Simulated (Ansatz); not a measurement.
One change: `[CH3][Y]([CH3])[OH]` becomes `[CH3][Y]([CH3])[Cl]`.

Ansatz, PBE0-D4/def2-TZVP geometries, multiplicity 1. Each molecule was computed in one conformer, which needn't be the lowest.

Elements past krypton have def2 core potentials.

```
                                          property  `[CH3][Y]([CH3])[OH]`
  size of the dipole moment (B3LYP/def2-TZVPP) / D                   3.31
             HOMO–LUMO gap (B3LYP/def2-TZVPP) / eV                   3.96
                LUMO energy (PBE0/def2-TZVPP) / eV                  -1.65
size of the dipole moment (ωB97M-V/def2-TZVPP) / D                   3.46
             HOMO energy (ωB97M-V/def2-TZVPP) / eV                  -8.43
               HOMO–LUMO gap (PBE/def2-TZVPP) / eV                   2.60
```

(1) What does the change do to each property? (Best estimate.)

Answers

(1) Ansatz gave: 
| property | `[CH3][Y]([CH3])[Cl]` | shift |
| --- | --- | --- |
| size of the dipole moment (B3LYP/def2-TZVPP) / D | 3.91 | 0.60 |
| HOMO–LUMO gap (B3LYP/def2-TZVPP) / eV | 4.10 | 0.14 |
| LUMO energy (PBE0/def2-TZVPP) / eV | -2.09 | -0.44 |
| size of the dipole moment (ωB97M-V/def2-TZVPP) / D | 3.99 | 0.53 |
| HOMO energy (ωB97M-V/def2-TZVPP) / eV | -9.03 | -0.60 |
| HOMO–LUMO gap (PBE/def2-TZVPP) / eV | 2.70 | 0.10 |

With PBE0 the HOMO falls by 0.60 eV and the LUMO falls by 0.44 eV, so the gap widens by about 0.16 eV. PBE moves the HOMO by -0.58 eV and ωB97M-V by -0.60 eV. Dipoles are sizes alone; their direction can turn.

B3LYP here is the variant with VWN-RPA as its local correlation; programs differ in this.
